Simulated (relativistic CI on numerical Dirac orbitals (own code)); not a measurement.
**One change at a time: Re24+**

Base calculation: Dirac-Coulomb-Breit CI, orbitals from a KLI potential per configuration, model QED (radiative potential, 1s self-energy scaled to tabulated hydrogen-like ionisation energies), unscaled Slater integrals.

Configurations in the expansion (outside the closed core [Ar] 3d10 4p6 4d10): 4s2 4f5, 4s2 4f4 5s, 4s2 4f3 5s2, 4s2 4f4 5p, 4s2 4f3 5s 5p, 4s2 4f3 5p2, 4s2 4f4 6s, 4s 4f6. Levels of other configurations are missing.

Variants: (1) P86 correlation estimate; (2) one mean potential for all configurations; (3) non-relativistic limit. Shifts of the energy above 4s2 4f5 6H°_5/2, in cm⁻¹, for the lowest level and the first level of each name with at least 55 % of one term (blank where a level changes its place among those of its configuration and J or its character, or is not in the variant):

| Level | Base | Δ(1) | Δ(2) | Δ(3) |
| --- | --- | --- | --- | --- |
| 4s2 4f5 6H°_5/2 | 0.0 | 0.0 | 0.0 | 0.0 |
| 4s2 4f5 6H°_7/2 | 10649.1 | -0.2 | -344.4 | -10649.1 |
| 4s2 4f5 6H°_9/2 | 20435.3 | -0.3 | -561.5 | -20435.3 |
| 4s2 4f5 6F°_3/2 | 26160.3 | 0.0 | -116.6 | -12311.1 |
| 4s2 4f5 6F°_1/2 | 27148.8 | -0.2 | -235.8 | -13299.5 |
| 4s2 4f5 6H°_11/2 | 28939.9 | -0.3 | -661.5 | -28939.9 |
| 4s2 4f5 6F°_7/2 | 35489.1 | 0.0 | -298.9 | -21639.8 |
| 4s2 4f5 6H°_13/2 | 36149.7 | -0.2 | -668.7 | -36149.7 |
| 4s2 4f5 6H°_15/2 | 40962.9 | -0.1 | -443.9 | -40962.9 |
| 4s2 4f5 6F°_9/2 | 45055.5 | -0.1 | -479.5 | -31206.2 |
| 4s2 4f5 6F°_11/2 | 54097.2 | -0.1 | -577.2 | -40247.9 |
| 4s2 4f5 4F°_3/2 | 58316.9 | +0.7 | -64.1 | -9560.4 |
| 4s2 4f5 4I°_9/2 | 63048.3 | +0.4 | +141.1 | -14824.8 |
| 4s2 4f5 4M°_17/2 | 68779.0 | -0.3 | -76.1 | -19979.6 |

At this charge energies of transitions that change n are usually good to better than 1 %, and those within a shell (Δn = 0) to a few per cent. Terms inside the open d or f shell come out 10 to 20 % too wide with unscaled integrals.

Ionisation energy from the two ground configurations alone: base 736.615 eV; P86 correlation estimate 738.617 eV. The NIST ASD value (theoretical) is 760 eV. The gap of more than 2 % comes from missing correlation, or from a tabulated value that is itself an estimate.

LS names give the leading component of a level, which can be under half, so a name can repeat, a term be missing and a line seem to break the LS rules.
